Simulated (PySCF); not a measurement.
Work out the structure from these simulated measurements.

Formula: C5H12ClFSi2.

| Item | Value |
| --- | --- |
| Rotational structure | rotational constants A, B, C: 1.090, 0.544, 0.382 GHz [GFN2-xTB] |
| 13C NMR | chemical shifts (computed TMS as zero) by class: 191.2 (1 C), 121.3 (1 C), 23.8 (1 C), 20.6 (1 C), 19.6 (1 C) ppm [GIAO PBE0/pcSseg-1] |
| Dipole | 1.29 D [PBE0/pcSseg-1] |
| 1H NMR | chemical shifts (computed TMS as zero) by class: 5.84 (1 H), 5.30 (1 H), 4.24 (3 H), 1.63 (1 H), 1.23 (1 H), 1.21 (1 H), 1.13 (3 H), 0.98 (1 H) ppm [GIAO PBE0/pcSseg-1] |
| NMR, other nuclei | isotropic shieldings of nuclei other than C and H, by class: 247 (1 F), 360 (1 Si), 440 (1 Si), 956 (1 Cl) ppm [GIAO PBE0/pcSseg-1] |

Gas-phase values; electronic properties from PySCF, density fitting. Levels stand in brackets. One conformer (not necessarily the lowest) at the GFN2-xTB geometry, without solvent, vibrations or thermal averaging. GFN2-xTB frequencies show an imaginary mode (21i cm⁻¹), so this geometry is no minimum at that level. NMR classes are plain means over equivalent atoms (diastereotopic ones count apart unless rotation or inversion swaps them), as if these changed places fast.

Question: What is the compound? Reason from the data.

Answer: Numbering: `[CH3:1][CH2:2][CH2:3][Si@@H:4]([Cl:5])/[C:6]([F:7])=[CH:8]/[SiH3:9]`. Its formula, C5H12ClFSi2, gives 1 degree of unsaturation: 0 rings and 1 π bond in the structure found. 5 carbons fall into 5 classes; from least to most shielded: vinylic C–F carbon [C6] (191.2 ppm), alkene CH carbon [C8] (121.3 ppm), sp3 carbon bound to silicon [C3] (23.8 ppm), methyl carbon [C1] (20.6 ppm), chain CH2 carbon [C2] (19.6 ppm). Hydrogen classes from least to most shielded: 1 H on an alkene CH carbon, C8 (5.84 ppm), 1 H on a chlorine-bound silicon, Si4 (5.30 ppm), 3 H on an SiH3 silicon, Si9 (4.24 ppm, a mean of values up to 0.5 ppm apart in this geometry), 1 H on a chain CH2 carbon, C2 (1.63 ppm), 1 H on an sp3 carbon bound to silicon, C3 (1.23 ppm), 1 H on a chain CH2 carbon, C2 (1.21 ppm), 3 H on a methyl carbon, C1 (1.13 ppm), 1 H on an sp3 carbon bound to silicon, C3 (0.98 ppm). The other shieldings belong to: 247 ppm, vinyl fluorine [F7]; 360 ppm, chlorine-bound silicon [Si4]; 440 ppm, SiH3 silicon [Si9]; 956 ppm, silicon-bound chlorine [Cl5]. The optimised geometry has point group C1 and is an asymmetric top. Structure: `CCC[Si@@H](Cl)/C(F)=C/[SiH3]`. Computed isomers that give other values at the same levels: `CC(C)=C[SiH2][C@@H](F)[SiH2]Cl` (13C chemical shifts (computed TMS as zero) by class: 166.5 (1 C), 117.9 (1 C), 87.5 (1 C), 31.2 (1 C), 27.9 (1 C) ppm); `CC(C)=C[SiH2][Si@@H](F)CCl` (13C chemical shifts (computed TMS as zero) by class: 169.5 (1 C), 113.4 (1 C), 32.1 (1 C), 31.4 (1 C), 28.4 (1 C) ppm); `C=C(C)[SiH2][C@@](F)(Cl)C[SiH3]` (13C chemical shifts (computed TMS as zero) by class: 149.2 (1 C), 139.5 (1 C), 122.0 (1 C), 29.5 (1 C), 28.7 (1 C) ppm). The assignments are read from this structure; whether some other isomer fits the data as well wasn't checked. The mirror image fits equally.

Shape of the structure used: `[CH3:1][CH2:2][CH2:3][Si@@H:4]([Cl:5])/[C:6]([F:7])=[CH:8]/[SiH3:9]`: C1–C2–C3–Si4 180°, C2–C3–Si4–Cl5 176°, C3–Si4–C6–F7 6°.
